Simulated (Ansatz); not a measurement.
Consider the redistribution: `[NH2][SnH2][Cl]` + `[SiH]S` → `[SH][SnH2][Cl]` + `N[SiH]`.

Isolated molecules relaxed with PBE0-D4/def2-TZVP in Ansatz; ΔE leaves out vibrations. CCSD(T)/CBS adds triple-zeta CCSD(T) − MP2 to the extrapolated MP2 energy (def2 sets, frozen cores). This one scheme is used for every species. Functionals use def2-TZVPP. def2 core potentials past Kr. For Sn outer-core shells are correlated without core-valence functions, which leaves a few kJ/mol of doubt a bond. Each species was taken in one conformer, which may not be the lowest.

Q: Is it downhill or uphill in electronic energy at CCSD(T)/CBS, and by how much? (An estimate is asked.)

A: Computed: Downhill: ΔE = -0.56 eV.

Q: What do these levels give: PBE-D4, PBE0-D4, PBE0, MP2/def2-TZVPP, SCS-MP2/def2-TZVPP, HF/CBS(def2)? (Estimate.)

A: Computed: PBE-D4 -0.51, PBE0-D4 -0.55, PBE0 -0.55, MP2/def2-TZVPP -0.56, SCS-MP2/def2-TZVPP -0.57, HF/CBS(def2) -0.66 eV.

Largest T1 diagnostic among the species: 0.016.

From PBE to PBE0 (25 % exact exchange), in def2-TZVPP and without D4, ΔE moves by −0.04 eV. In def2-TZVPP, CCSD(T) changes the Hartree–Fock value by +0.11 eV (the triples alone add +0.02 eV) and MP2 by +0.09 eV.
